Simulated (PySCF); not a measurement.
SMILES C[Si](O)(N[SiH2]C)C at its GFN2-xTB optimised geometry (Å):

```
20

Si    -1.7874     0.6949     0.0000
C     -2.3537     2.5024     0.0000
N     -0.0620     0.6949     0.0000
Si     1.0439    -0.6367    -0.2029
C      0.2756    -2.1568     0.6339
C      2.7376    -0.1531     0.4922
O      1.3338    -0.9281    -1.7874
H     -2.2745     0.0038    -1.2069
H     -2.3129    -0.0008     1.1845
H     -1.9758     3.0425    -0.8629
H     -2.0196     3.0266     0.8904
H     -3.4366     2.5606    -0.0254
H      0.3733     1.5931     0.1307
H      0.1629    -2.0120     1.7023
H     -0.7113    -2.3582     0.2283
H      0.8848    -3.0425     0.4826
H      2.6738     0.1223     1.5393
H      3.1558     0.6871    -0.0517
H      3.4366    -0.9771     0.4067
H      0.6173    -1.1297    -2.3832
```

Level of theory: PBE0/def2-SVP (PySCF). Cells within 0.4 Å of a nucleus heavier than hydrogen are left out (blank, or x).

Map of the electron localisation function on the plane z = 0.6 Å:

```
|00000000000000000000000000000|
|00000000000000000000000000000|
|00000000000000000000000000000|
|00000000111000000000000000000|
|00000002576200000000000000000|
|00023215999610000000000000000|
|00178756999710000000000000000|
|00399976999500011000000000000|
|00399985686200388300000000000|
|00157755675101899500001100000|
|00001125785214898300025520000|
|00000013410366786100258851000|
|00000025300288874002478851000|
|00000169810378885235557630000|
|000003899963467742782x2531000|
|000003899961113311794x5874100|
|00000148872000242158679999300|
|00000012200002688534479999600|
|00000000000365689831159999400|
|00000000005998xx6620007996000|
|00000000019999xx7740000220000|
|00000000039998689993000000000|
|00000000016885599997000000000|
|00000000001221399998000000000|
|00000000000000289994000000000|
|00000000000000036630000000000|
|00000000000000000000000000000|
|00000000000000000000000000000|
|00000000000000000000000000000|
```
Scale: ten equal steps from 0.000 (start of '0') to 0.999 (end of '9'), in the order '0123456789'; x runs from -5.50 to 5.50, y from -5.50 (bottom) to 5.50 (top).
